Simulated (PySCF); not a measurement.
**A series of derivatives of C1[SiH2]C[SiH2]1**

Parent skeleton `[CH2:1]1[SiH2:2][CH2:3][SiH2:4]1`; one hydrogen on atom 1 is replaced by X. Hydrogens on one atom are averaged.

- geometry: GFN2-xTB
- σ from GIAO-PBE0/pcSseg-1
- run in PySCF 2.14.0 with density-fitted response routines
- non-relativistic, averaged over atoms made equivalent by symmetry, fast rotation or ring inversion, no solvent, single conformer

Scale: ¹³C (186.93 ppm) and ²⁹Si (349.16 ppm) and ¹H (31.72 ppm) against TMS (reference shieldings calculated alike).

Question: Give δ (ppm) for X = N-pyrrolyl, CHF2, OiPr, CCl3, propynyl.

Answer: 
```
         X                       SMILES    C1  Si2/Si4     C3  H(C1)  H(Si2)/H(Si4)  H(C3)
N-pyrrolyl    c1ccn(C2[SiH2]C[SiH2]2)c1  43.3    -19.9   -9.8   4.33           5.12   0.66
      CHF2        FC(F)C1[SiH2]C[SiH2]1  26.2    -37.0   -8.6   1.75           4.94   0.58
      OiPr       CC(C)OC1[SiH2]C[SiH2]1  70.7    -29.2  -11.1   4.44           4.93   0.53
      CCl3  ClC(Cl)(Cl)C1[SiH2]C[SiH2]1  56.2    -32.9   -8.5   3.18           4.97   0.61
  propynyl         CC#CC1[SiH2]C[SiH2]1   6.6    -23.6   -7.8   2.28           4.95   0.56
```

Question: Which position responds most, and to which substituents?

Answer: C1: from 6.6 ppm with propynyl to 70.7 ppm with OiPr.
